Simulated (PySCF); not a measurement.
**Mayer bond orders and bond lengths**

Compound: C₆H₇ClO₂S₂.
SMILES with atom numbers: `[CH3:1][c:2]1[cH:3][c:4]([S:5](=[O:6])(=[O:7])[Cl:8])[s:9][c:10]1[CH3:11]` (hydrogens: H12, H13, H14 on C1; H15 on C3; H16, H17, H18 on C11)

Structure used (GFN2-xTB), in Å, numbered top down from 1:
```
atom  x, y, z in Å
C1    -1.9517   -1.1471   -0.9034
C2    -0.6958   -0.3994   -0.5981
C3     0.6042   -0.9171   -0.7880
C4     1.5660   -0.0200   -0.4410
S5     3.2925   -0.2463   -0.4606
O6     3.9562    1.0115   -0.5507
O7     3.6454   -1.3053   -1.3467
Cl8    3.6207   -0.9426    1.4291
S9     0.9410    1.4604    0.1430
C10   -0.6748    0.8784   -0.0949
C11   -1.8517    1.7244    0.2326
H12   -1.7190   -2.1279   -1.3058
H13   -2.5502   -1.2708   -0.0023
H14   -2.5525   -0.6023   -1.6301
H15    0.8320   -1.8950   -1.1701
H16   -1.5333    2.7046    0.5736
H17   -2.4887    1.8442   -0.6433
H18   -2.4489    1.2567    1.0154
```

Bond orders from the PBE0/pcSseg-1 density (PySCF). The structure is a single GFN2-xTB conformer in the gas phase; no vibrational or solvent corrections.

Task: How far do the computed orders between heavy atoms stray from the drawn ones?

Result: The largest departure is 0.402, at C4–S9 (drawn aromatic, 1.098), counting aromatic bonds as 1.5. The bonds drawn aromatic range from 1.10 to 1.49.

Task: Give the Mayer order of every bond, beside its length.

Result: 
```json
{"bond": "C1–C2", "drawn as": "single", "length (Å)": "1.493", "Mayer order": "1.094"}
{"bond": "C2–C3", "drawn as": "aromatic", "length (Å)": "1.412", "Mayer order": "1.303"}
{"bond": "C3–C4", "drawn as": "aromatic", "length (Å)": "1.360", "Mayer order": "1.454"}
{"bond": "C4–S5", "drawn as": "single", "length (Å)": "1.741", "Mayer order": "0.902"}
{"bond": "S5–O6", "drawn as": "double", "length (Å)": "1.425", "Mayer order": "1.781"}
{"bond": "S5–O7", "drawn as": "double", "length (Å)": "1.425", "Mayer order": "1.799"}
{"bond": "S5–Cl8", "drawn as": "single", "length (Å)": "2.041", "Mayer order": "0.892"}
{"bond": "C4–S9", "drawn as": "aromatic", "length (Å)": "1.710", "Mayer order": "1.098"}
{"bond": "S9–C10", "drawn as": "aromatic", "length (Å)": "1.734", "Mayer order": "1.192"}
{"bond": "C10–C11", "drawn as": "single", "length (Å)": "1.486", "Mayer order": "1.090"}
{"bond": "C10–C2", "drawn as": "aromatic", "length (Å)": "1.373", "Mayer order": "1.488"}
{"bond": "C1–H12", "drawn as": "single", "length (Å)": "1.085", "Mayer order": "0.948"}
{"bond": "C1–H13", "drawn as": "single", "length (Å)": "1.089", "Mayer order": "0.940"}
{"bond": "C1–H14", "drawn as": "single", "length (Å)": "1.089", "Mayer order": "0.940"}
{"bond": "C3–H15", "drawn as": "single", "length (Å)": "1.074", "Mayer order": "0.975"}
{"bond": "C11–H16", "drawn as": "single", "length (Å)": "1.086", "Mayer order": "0.939"}
{"bond": "C11–H17", "drawn as": "single", "length (Å)": "1.090", "Mayer order": "0.940"}
{"bond": "C11–H18", "drawn as": "single", "length (Å)": "1.090", "Mayer order": "0.939"}
```

By pair of heavy elements: C–C: lowest C10–C11 (1.090, 1.486 Å), highest C10–C2 (1.488, 1.373 Å); in 1 of the 10 pairs the longer bond (by over 0.003 Å) has the higher order (by 0.02 or more). C–S: lowest C4–S5 (0.902, 1.741 Å), highest S9–C10 (1.192, 1.734 Å); in 1 of the 3 pairs the longer bond (by over 0.003 Å) has the higher order (by 0.02 or more). O–S: all 2 within 0.02 of one another (1.781 to 1.799).

Task: Sum the orders of all bonds at each heavy atom with more than one neighbour and set the sums beside the valence in the SMILES.

Result: C1 3.922 (drawn 4), C2 3.885 (drawn 4), C3 3.732 (drawn 4), C4 3.454 (drawn 4), S5 5.374 (drawn 6), S9 2.290 (drawn 2), C10 3.770 (drawn 4), C11 3.908 (drawn 4). Orders between atoms that aren't bonded are not in these sums.

Mayer orders depend on the basis set.
